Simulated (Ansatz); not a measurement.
Computed with Ansatz on PBE0-D4/def2-TZVP structures; ΔE is electronic, products minus reactants. CCSD(T)/CBS adds triple-zeta CCSD(T) − MP2 to the extrapolated MP2 energy (def2 sets, frozen cores). This one scheme is used for every species. Functionals use def2-TZVPP. B3LYP here is the variant with VWN-RPA as its local correlation; programs differ in this. Each species was taken in one conformer, which may not be the lowest.

Consider the hydrogenolysis of a C–F bond: `N[SiH2]OCF` + H₂ → `CO[SiH2]N` + H–F.

`N[SiH2]OCF`:

Z-matrix (Å, degrees):
```
Si
O 1 1.666
N 1 1.697 2 112.2
H 1 1.487 2 105.5 3 -120.0
H 1 1.480 2 109.6 3 118.5
C 2 1.366 1 124.0 3 150.7
H 3 1.006 1 122.2 2 -66.2
H 3 1.006 1 120.9 2 86.1
F 6 1.381 2 110.6 1 72.3
H 6 1.093 2 109.0 1 -170.0
H 6 1.098 2 112.1 1 -46.3
```

H₂:

Z-matrix (Å, degrees):
```
H
H 1 0.746
```

`CO[SiH2]N`:

```xyz
11

C     0.785    0.217    1.527
O     1.123    0.268    0.163
Si    0.182   -0.396   -1.012
N    -1.387    0.249   -1.184
H    -0.126    0.789    1.736
H     0.632   -0.815    1.867
H     1.605    0.650    2.103
H    -0.024   -1.839   -0.711
H     0.963   -0.154   -2.244
H    -2.185   -0.147   -0.719
H    -1.567    1.178   -1.524
```

H–F:

Z-matrix (Å, degrees):
```
F
H 1 0.920
```

```tsv
level	ΔE (kJ/mol)	difference from CCSD(T)/CBS
PBE-D4	-58.6	13.2
r2SCAN-D4	-55.7	16.1
PBE0-D4	-64.8	7.0
B3LYP-D4	-60.5	11.3
ωB97X-V	-57.8	14.0
ωB97M-V	-60.6	11.2
B2PLYP	-64.2	7.6
PBE	-59.0	12.8
r2SCAN	-55.8	16.0
PBE0	-65.1	6.7
B3LYP	-61.2	10.6
HF/def2-TZVPP	-64.9	6.9
MP2/def2-TZVPP	-72.0	-0.2
SCS-MP2/def2-TZVPP	-68.7	3.1
CCSD/def2-TZVPP	-69.9	1.9
CCSD(T)/def2-TZVPP	-67.4	4.4
HF/def2-QZVPP	-65.4	6.4
MP2/def2-QZVPP	-74.7	-2.9
SCS-MP2/def2-QZVPP	-71.6	0.2
HF/CBS(def2)	-65.5	6.3
MP2/CBS(def2)	-76.4	-4.6
CCSD/CBS(def2)	-74.3	-2.5
CCSD(T)/CBS	-71.8	0
```

Largest T1 diagnostic among the species: 0.011.

From PBE to PBE0 (25 % exact exchange), in def2-TZVPP and without D4, ΔE moves by −6.1 kJ/mol.

CCSD(T)/CBS has its own doubt, a few kJ/mol and more with outer-core shells, so smaller differences from it don't rank the levels.
